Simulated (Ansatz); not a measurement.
Start from `O[SiH2]SBF` and change one atom or group to get `O[SiH2]S[SiH2]F`.

Ansatz, PBE0-D4/def2-TZVP geometries, multiplicity 1. Each molecule was computed in one conformer, which needn't be the lowest.

```
                             property  `O[SiH2]SBF`
HOMO energy (ωB97M-V/def2-TZVPP) / eV        -10.48
   HOMO energy (PBE0/def2-TZVPP) / eV         -8.33
    HOMO energy (PBE/def2-TZVPP) / eV         -7.11
  HOMO energy (B3LYP/def2-TZVPP) / eV         -8.06
  HOMO–LUMO gap (PBE/def2-TZVPP) / eV          5.25
    LUMO energy (PBE/def2-TZVPP) / eV         -1.87
```

Q: Give the same properties after the change, and the shifts. (Best estimate.)

A: The calculation gave: 
```json
{"property": "HOMO energy (ωB97M-V/def2-TZVPP) / eV", "`O[SiH2]S[SiH2]F`": "-10.27", "shift": "0.21"}
{"property": "HOMO energy (PBE0/def2-TZVPP) / eV", "`O[SiH2]S[SiH2]F`": "-8.08", "shift": "0.25"}
{"property": "HOMO energy (PBE/def2-TZVPP) / eV", "`O[SiH2]S[SiH2]F`": "-6.86", "shift": "0.25"}
{"property": "HOMO energy (B3LYP/def2-TZVPP) / eV", "`O[SiH2]S[SiH2]F`": "-7.81", "shift": "0.25"}
{"property": "HOMO–LUMO gap (PBE/def2-TZVPP) / eV", "`O[SiH2]S[SiH2]F`": "5.75", "shift": "0.50"}
{"property": "LUMO energy (PBE/def2-TZVPP) / eV", "`O[SiH2]S[SiH2]F`": "-1.10", "shift": "0.77"}
```

With PBE0 the HOMO rises by 0.25 eV and the LUMO rises by 0.68 eV, so the gap widens by about 0.43 eV. PBE moves the HOMO by 0.25 eV and ωB97M-V by 0.21 eV.

B3LYP here is the variant with VWN-RPA as its local correlation; programs differ in this.
